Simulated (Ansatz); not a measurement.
Born–Oppenheimer molecular dynamics of BrClH₄Sn (7 atoms, charge 0, multiplicity 1). It starts at the highest image of a converged band. Of that band: Neighbouring images differ by up to 1.5 eV, so the band resolves the path poorly. A vibrational analysis at the climbing image gives one clearly imaginary mode, 1045i cm⁻¹: a first-order saddle point.

All numbers below come from RKS B3LYP-D4/def2-SVP (Ansatz 0.2.0).

```yaml
ensemble: NVE (velocity Verlet)
time_step: 0.5 fs
steps_asked: 200
starting_velocities_drawn_for: 300 K
seed: 5358
```

Frames 5 fs apart, positions in Å, forces in eV/Å.

Velocities at 5 fs (Å/ps):

```
Sn -0.91 0.09 1.03
H -16.80 -1.07 -9.99
Cl 1.92 0.97 0.01
H 17.16 12.28 -2.28
H 21.28 -5.21 -21.33
Br 0.23 -0.65 -1.01
H -0.82 0.94 -7.81
```

```xyz
7
Properties=species:S:1:pos:R:3:forces:R:3 time_fs=5 energy_less_start_eV=0.072 T=189
Sn 0.198 0.140 -0.119 0.65 -0.11 -0.69
H -0.420 0.213 1.700 -0.37 -0.43 0.16
Cl 2.357 -0.157 -1.080 -0.01 0.05 0.07
H -0.607 1.428 -0.856 -0.25 0.06 -0.04
H -0.268 -1.506 -0.334 -0.23 0.08 0.21
Br 1.436 2.162 1.706 -0.04 -0.13 0.02
H 0.183 0.874 1.908 0.25 0.48 0.27
7
Properties=species:S:1:pos:R:3:forces:R:3 time_fs=10 energy_less_start_eV=0.109 T=131
Sn 0.194 0.140 -0.115 0.25 -0.26 -0.84
H -0.519 0.179 1.667 0.36 0.13 -0.04
Cl 2.366 -0.151 -1.080 -0.01 0.13 0.18
H -0.548 1.486 -0.867 -0.13 -0.22 0.08
H -0.194 -1.518 -0.414 -0.34 0.14 0.18
Br 1.437 2.158 1.701 -0.36 -0.38 0.28
H 0.203 0.931 1.897 0.23 0.45 0.15
7
Properties=species:S:1:pos:R:3:forces:R:3 time_fs=15 energy_less_start_eV=-0.040 T=363
Sn 0.191 0.140 -0.112 -0.42 -0.79 -0.57
H -0.549 0.160 1.619 0.46 -0.01 -0.48
Cl 2.376 -0.145 -1.078 -0.03 0.21 0.32
H -0.523 1.499 -0.865 -0.08 -0.16 -0.02
H -0.199 -1.500 -0.456 -0.34 0.03 -0.05
Br 1.437 2.154 1.697 -0.15 0.06 0.59
H 0.291 1.107 1.926 0.56 0.66 0.21
7
Properties=species:S:1:pos:R:3:forces:R:3 time_fs=20 energy_less_start_eV=-0.095 T=448
Sn 0.187 0.138 -0.111 -0.45 -1.38 -1.28
H -0.476 0.138 1.480 0.10 -0.18 0.35
Cl 2.385 -0.138 -1.074 -0.11 0.23 0.44
H -0.518 1.479 -0.871 -0.09 0.09 -0.24
H -0.284 -1.473 -0.510 -0.22 0.05 -0.27
Br 1.438 2.150 1.695 3.22 2.86 -0.28
H 0.417 1.365 2.031 -2.46 -1.67 1.26
7
Properties=species:S:1:pos:R:3:forces:R:3 time_fs=25 energy_less_start_eV=-0.254 T=694
Sn 0.182 0.134 -0.112 -0.32 -1.20 -2.31
H -0.386 0.073 1.439 -0.21 -0.20 1.21
Cl 2.393 -0.129 -1.068 -0.27 0.17 0.49
H -0.529 1.470 -0.922 0.06 -0.06 0.02
H -0.418 -1.429 -0.622 0.01 0.24 -0.17
Br 1.444 2.153 1.693 -0.98 -0.06 1.44
H 0.239 1.432 2.333 1.70 1.12 -0.69
7
Properties=species:S:1:pos:R:3:forces:R:3 time_fs=30 energy_less_start_eV=-0.531 T=1120
Sn 0.176 0.126 -0.118 -0.96 -1.22 -0.52
H -0.323 -0.036 1.611 0.36 -0.09 -0.88
Cl 2.400 -0.119 -1.058 -0.37 0.13 0.51
H -0.529 1.452 -0.970 0.12 0.01 0.26
H -0.551 -1.333 -0.772 0.18 0.20 0.04
Br 1.450 2.156 1.694 -0.05 0.56 0.98
H 0.341 1.683 2.526 0.72 0.41 -0.39
7
Properties=species:S:1:pos:R:3:forces:R:3 time_fs=35 energy_less_start_eV=-0.619 T=1256
Sn 0.168 0.117 -0.125 -0.69 -1.23 -0.28
H -0.191 -0.165 1.619 0.27 0.03 -1.00
Cl 2.404 -0.108 -1.044 -0.42 0.11 0.52
H -0.502 1.444 -0.960 0.04 0.36 0.26
H -0.646 -1.197 -0.917 0.14 -0.15 0.05
Br 1.456 2.161 1.697 1.52 1.01 -0.47
H 0.533 2.019 2.719 -0.85 -0.13 0.92
7
Properties=species:S:1:pos:R:3:forces:R:3 time_fs=40 energy_less_start_eV=-0.498 T=1071
Sn 0.159 0.105 -0.133 -0.34 -0.63 -2.45
H 0.000 -0.296 1.439 -0.09 -0.33 1.14
Cl 2.406 -0.096 -1.027 -0.41 0.11 0.45
H -0.462 1.512 -0.886 0.07 0.22 0.35
H -0.706 -1.091 -1.051 0.13 -0.18 0.06
Br 1.466 2.170 1.701 -0.75 1.07 2.65
H 0.596 2.309 3.016 1.39 -0.26 -2.19
7
Properties=species:S:1:pos:R:3:forces:R:3 time_fs=45 energy_less_start_eV=-0.787 T=1515
Sn 0.149 0.091 -0.145 -0.29 -0.68 -1.51
H 0.178 -0.491 1.449 -0.16 0.00 0.08
Cl 2.405 -0.084 -1.007 -0.36 0.11 0.30
H -0.406 1.627 -0.728 0.07 -0.19 0.40
H -0.736 -1.021 -1.167 0.14 0.02 0.22
Br 1.474 2.181 1.710 1.35 0.34 -0.92
H 0.913 2.551 2.909 -0.74 0.40 1.43
7
Properties=species:S:1:pos:R:3:forces:R:3 time_fs=50 energy_less_start_eV=-0.757 T=1470
Sn 0.139 0.077 -0.160 0.20 -1.07 0.17
H 0.312 -0.683 1.490 -0.40 0.60 -1.16
Cl 2.401 -0.070 -0.985 -0.28 0.13 0.14
H -0.338 1.704 -0.481 -0.08 -0.29 0.16
H -0.736 -0.954 -1.237 -0.04 -0.04 0.10
Br 1.486 2.194 1.720 0.41 1.16 1.43
H 1.153 2.868 2.990 0.20 -0.49 -0.85
7
Properties=species:S:1:pos:R:3:forces:R:3 time_fs=55 energy_less_start_eV=-0.726 T=1424
Sn 0.129 0.060 -0.175 0.29 -0.56 -0.51
H 0.356 -0.752 1.304 -0.32 0.05 0.16
Cl 2.395 -0.056 -0.961 -0.15 0.16 -0.04
H -0.289 1.715 -0.197 -0.24 -0.22 -0.17
H -0.745 -0.896 -1.285 -0.19 -0.06 -0.12
Br 1.499 2.209 1.731 0.42 1.89 2.35
H 1.381 3.102 2.986 0.19 -1.25 -1.68
7
Properties=species:S:1:pos:R:3:forces:R:3 time_fs=60 energy_less_start_eV=-0.651 T=1309
Sn 0.119 0.042 -0.192 -0.10 -0.12 -1.48
H 0.329 -0.825 1.167 -0.12 -0.69 1.30
Cl 2.388 -0.041 -0.939 -0.07 0.16 -0.17
H -0.295 1.672 0.049 -0.30 -0.14 -0.38
H -0.791 -0.847 -1.352 -0.01 0.16 0.01
Br 1.514 2.230 1.749 0.20 -1.44 -1.58
H 1.659 3.144 2.710 0.40 2.08 2.31
```

Of the whole run (100 fs, mean temperature of the second half 1611 K): The conserved energy stayed within 0.29 meV per atom of its start (net change 0.17 meV per atom), so the integration is sound. The kinetic energy rose, since the run started high on the potential surface and went downhill. It ends in pieces (BrH + ClH3Sn), so much of that is their flight and rotation, not heat. A run of 0.1 ps of so small a system gives no equilibrium averages. The orbitals stay closed-shell, which can raise the energy where a bond breaks towards radicals; this wasn't checked here.

Time of the run: 8.1 min on 2 threads of Arm Neoverse V2, on a shared host, peak memory 0.23 GiB.
